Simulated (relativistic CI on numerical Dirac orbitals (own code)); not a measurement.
Bi II: sensitivity of the levels to the model

Base calculation: Dirac-Coulomb-Breit CI, separate exchange-only KLI orbitals for each configuration, QED by a radiative potential, valence Slater integrals scaled by 0.85, P86 correlation energy added to each configuration.

Configuration list (outside the closed core [Xe] 4f14 5d10): 6s2 6p2, 6s2 6p 7s, 6s 6p3, 6s2 6p 6d, 6s2 6p 7p, 6s2 6p 5f, 6s2 6p 7d, 6s2 6d2, 6p4, 6s2 6p 8s, 6s2 6p 8p, 6s 6p2 6d, 6s2 5f2, 6s2 6p 6f, 6s2 6p 8d, 6s2 6p 5g. Levels of other configurations are missing.

The lowest level and the first level of each name with at least 55 % of one term (blank where a level has no safe partner in the second run):

```
          Level  Base (cm⁻¹)  Shift (cm⁻¹)
   6s2 6p2 3P_0          0.0           0.0
   6s2 6p2 3P_1      13173.3        -289.3
   6s2 6p2 1S_0      43434.0        -372.4
6s2 6p 7s 3P°_0      72718.0         +37.6
6s2 6p 7s 3P°_1      73169.5         +73.6
   6s 6p3 5S°_2      73859.0         +45.6
6s2 6p 6d 3F°_2      82283.6        -127.8
 6s2 6p 7p 3D_1      87240.8        +266.4
 6s2 6p 7p 3P_0      89939.9        +832.5
 6s2 6p 7p 3D_2      91543.0        +474.7
6s2 6p 7s 3P°_2      93120.8        +242.3
6s2 6p 7s 1P°_1      94121.2        +255.1
6s2 6p 6d 3F°_4     103132.6        +125.1
6s2 6p 8s 3P°_1     104649.5        +592.4
```

For a near-neutral ion this model can misplace configurations by up to about 10,000 cm⁻¹ (more where the count of f electrons changes) and terms by 10 to 25 % of their spread. Rates follow the energies as ν³ (E1, M1) or ν⁵ (E2), so they and the lifetimes can be off by large factors. The fine structure of a lone outer electron comes out too small, for d and f at times inverted, and misplaced configurations move strength between like terms. 9 of the 25 excited levels that our extract of the measured tables holds in this range could be paired (the sources list more); they are missed by 2256 cm⁻¹ on average and 4349 at most, and levels without a partner can miss by more.

Question: One thing was changed in a second run, which moved the levels as shown. Which?
A. Slater integrals left unscaled
B. one mean potential for all configurations
C. Breit term removed
D. no correlation estimate
E. QED terms removed
F. configuration mixing switched off

Answer: B. One mean potential for all configurations. One potential for all configurations removes the relaxation of the orbitals, which moves whole configurations and changes the integrals a little.

LS names give the leading component of a level, which can be under half, so a name can repeat, a term be missing and a line seem to break the LS rules.
